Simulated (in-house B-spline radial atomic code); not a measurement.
Response and correlation of Ne⁸⁺

Closed shell 1s2. Computed with an all-electron radial atomic-structure program (B-spline basis): Dirac-Hartree-Fock, relativistic RPA (time-dependent Dirac-Hartree-Fock) for the response and second-order many-body perturbation theory for correlation, no-pair Dirac-Coulomb Hamiltonian, finite nucleus.

Command:
```bash
python run_mb.py task.json out
```
Settings (nuclear radius in fm, box in bohr, cutoff in hartree):
```
basis_form          2
Z                   10
core_configuration  1s2
rms_radius          3.0055
mass_number         20
speed_of_light      137.036
box_radius          7.759
lmax                7
intervals           62
virtual_cutoff      2500.0
```

Time taken, with all properties: 0.4 s on 1 thread of Intel(R) Xeon(R) 6975P-C, on a shared host.

```tsv
multipole (bohr³, bohr⁵, bohr⁷)	uncoupled	coupled RPA
dipole	0.00098454	0.0010383
quadrupole	3.7622e-05	3.9339e-05
octupole	3.7306e-06	?
```

**Question.** What is the coupled octupole polarisability?

**Answer.** 3.8558e-06 atomic units, +3 % against the uncoupled value.

**Question.** Which subshells carry the dipole polarisability?

**Answer.** 1s1/2 100.0 %.

**Question.** What does the dipole shielding factor come to?

**Answer.** The dipole shielding factor is 0.200, against the exact N/Z = 2/10 = 0.200 of the non-relativistic theorem.

Dipole polarisability at imaginary frequency:

```json
{"u (Eh)": "0", "α(iu) (bohr³)": "0.001038"}
{"u (Eh)": "1.35", "α(iu) (bohr³)": "0.001037"}
{"u (Eh)": "4.05", "α(iu) (bohr³)": "0.001026"}
{"u (Eh)": "8.1", "α(iu) (bohr³)": "0.0009928"}
{"u (Eh)": "13.5", "α(iu) (bohr³)": "0.0009219"}
{"u (Eh)": "27", "α(iu) (bohr³)": "0.0006969"}
{"u (Eh)": "54", "α(iu) (bohr³)": "0.000366"}
{"u (Eh)": "135", "α(iu) (bohr³)": "9.136e-05"}
```

**Question.** What dispersion coefficients follow for two such ions (the dispersion part alone)?

**Answer.** C6 = (3/π)∫α(iu)²du = 3.188e-05 hartree·bohr⁶ and C8 = 6.875e-06 hartree·bohr⁸.

Lowest J = 1 odd-parity excitations:

```csv
energy (eV),oscillator strength,leading channel,weight
915.18,0.000276,1s1/2 → p1/2,0.685
923.02,0.72,1s1/2 → p3/2,0.685
1072.4,6.47e-05,1s1/2 → p1/2,0.687
1074.5,0.149,1s1/2 → p3/2,0.687
```

Second-order correlation energy by the highest angular momentum of the excited pair (hartree): s -0.01414, p -0.02476, d -0.003681, f -0.001003, g -0.0003701, h -0.0001474, i -7.284e-05, k -3.959e-05.

**Question.** What is the second-order correlation energy at the partial-wave limit?

**Answer.** The listed waves sum to -0.044214 hartree; extrapolating the increments as (l + 1/2)⁻⁴ gives -0.044295 hartree, -0.603 eV per electron.
